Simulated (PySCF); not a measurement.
**Excitation energy of C²⁺ by level of theory**

C²⁺ [He] 2s2 (1S) → C²⁺ [He] 2s1 3d1 (3D), as a difference of total energies. All numbers are calculated (PySCF 2.14, scalar relativity by spin-free X2C-1e, in aug-cc-pCVTZ-DK (7s6p4d2f, 59 functions)). Correlated levels: valence and next inner shell: nothing frozen. The calculations carry no spin-orbit coupling.

```csv
method,excitation energy (eV)
UHF,31.735
MP2 (valence and next inner shell),32.864
SCS-MP2 (valence and next inner shell),33.186
CCSD (valence and next inner shell),33.476
CCSD(T) (valence and next inner shell),33.489
```

Task: How much does correlation contribute at CCSD(T) (valence and next inner shell)?

Result: 33.489 − (31.735) = 1.754 eV, measured against UHF.

The promoted electron is Rydberg-like, and one or two diffuse shells describe it only roughly, which tends to raise the upper state.
